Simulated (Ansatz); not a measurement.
Bonds to the group Y in Y-Sb(OH)2. Isolated molecules, 0 K electronic values unless said otherwise. Each species was relaxed from one start; no search for lower structures was made at this level. In the def2 sets, heavy atoms carry core potentials. Strings in code marks are SMILES.

Calculation: PBE0-D3(BJ)/def2-TZVP // B3LYP-D3(BJ)/def2-SVP (Ansatz, a program for electronic structure). 

```tsv
species	LUMO (eV)	vertical ionisation energy (Delta-SCF) (eV)	HOMO (eV)
group removed as a radical (`[OH][Sb][OH]` (H–O–Sb–O torsion -84°, O–Sb–O–H torsion -16°))	–	–	–
Y = methyl	-0.73	9.42	-7.36
Y = isopropyl (`[OH][Sb]([OH])[CH](C)C`)	-0.77	8.76	-6.92
Y = n-butyl (`CCC[CH2][Sb]([OH])[OH]`)	-0.76	8.91	-7.09
Y = tert-butyl (`[OH][Sb]([OH])[C](C)(C)C`)	-0.73	8.52	-6.77
Y = vinyl	-1.10	9.40	-7.45
Y = phenyl	-1.13	8.91	-7.29
Y = cyclopentyl	-0.83	8.66	-6.88
```
